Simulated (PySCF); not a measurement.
## EPR parameters of C6H5O

C6H5O (doublet state).
Numbering: `[CH:1]#[C:2][C@H:3]1[CH:4][O:5][CH:6]=[CH:7]1` (hydrogens: H8 on C1; H9 on C3; H10 on C4; H11 on C6; H12 on C7)

Cartesian coordinates in Å at the GFN2-xTB level; atoms count from 1:
```xyz
12
C6H5O angstrom
C      2.5774    0.0676    0.4743
C      1.5144    0.0821   -0.0751
C      0.1828    0.0614   -0.6811
C     -0.5282   -1.2314   -0.4388
O     -1.6295   -1.0477    0.3340
C     -1.7622    0.2812    0.5453
C     -0.7794    1.0053   -0.0036
H      3.5206    0.0630    0.9343
H      0.3091    0.2860   -1.7546
H     -0.1305   -2.2223   -0.5060
H     -2.6226    0.5870    1.1103
H     -0.6508    2.0672    0.0350
```

Computed, not measured: UKS B3LYP, pcH-1 on C H O, non-relativistic, mean-field spin-orbit, GIAO (PySCF 2.14.0). Geometry: GFN2-xTB; no solvent, vibrations or thermal averaging. A GFN2-xTB geometry isn't a minimum of the functional, and hyperfine couplings can be far from their values at a DFT geometry. The SCF solution wasn't tested for stability.

* g1, g2, g3: 2.00207, 2.00285, 2.00388
* g_iso: 2.00293
* Form of g: rhombic: the two nearest values differ by 43 % of g3 − g1
* ⟨S²⟩: 0.7551 (exact 0.7500)
* α and β electrons: 25, 24
* Total energy: -306.72343 Eh

Isotropic coupling and dipolar principal values T1 to T3, in MHz:

```csv
atom,isotope,a_iso,T1,T2,T3,Mulliken spin population
C1,13C,7.2,-2.9,0.1,2.8,0.01
C2,13C,113.0,-4.1,-3.3,7.4,0.03
C3,13C,-27.6,-1.7,-0.5,2.2,-0.07
C4,13C,120.3,-76.7,-74.8,151.5,0.88
O5,17O,-19.0,-50.6,24.1,26.5,0.08
C6,13C,-7.3,-6.5,1.7,4.8,-0.04
C7,13C,9.5,-8.2,-4.9,13.1,0.10
H8,1H,0.8,-1.5,-0.6,2.1,0.00
H9,1H,138.9,-5.0,-3.9,8.9,0.05
H10,1H,-49.7,-35.4,-1.3,36.7,-0.04
H11,1H,-0.4,-2.8,-2.0,4.8,0.00
H12,1H,-7.1,-4.7,-1.7,6.4,0.00
```

Largest spin populations (Mulliken): C4 (+0.88), C7 (+0.10), O5 (+0.08) and C3 (-0.07). C4 is the only atom above +0.15. The positive populations add up to 1.15 and the negative ones to -0.15, together 2S = 1. The angles at C4 add up to 356.6°, so it is nearly planar; its axial dipolar tensor and the negative coupling of its proton fit spin in a p orbital normal to that plane.

Axes: g3 points within 14° of the C4–H10 bond.

Under fast tumbling the dipolar parts average out, and these isotropic splittings remain: 1 × 1H (H9, I = 1/2, 2 lines) with 4.95 mT, 1 × 1H (H10, I = 1/2, 2 lines) with 1.77 mT and 1 × 1H (H12, I = 1/2, 2 lines) with 0.25 mT.

The 13C coupling of C4 (120.3 MHz) shows only in satellite lines or after enrichment, since that isotope makes up about 1.07 % of natural carbon.

The 17O coupling of O5 (-19.0 MHz) shows only in satellite lines or after enrichment, since that isotope makes up about 0.038 % of natural oxygen.

β density exceeds α density at some nuclei, such as C3 (-0.0246), H10 (-0.0111) and C6 (-0.0065), spin density in bohr⁻³. In a single determinant that takes different orbitals for the two spins, that is spin polarisation.
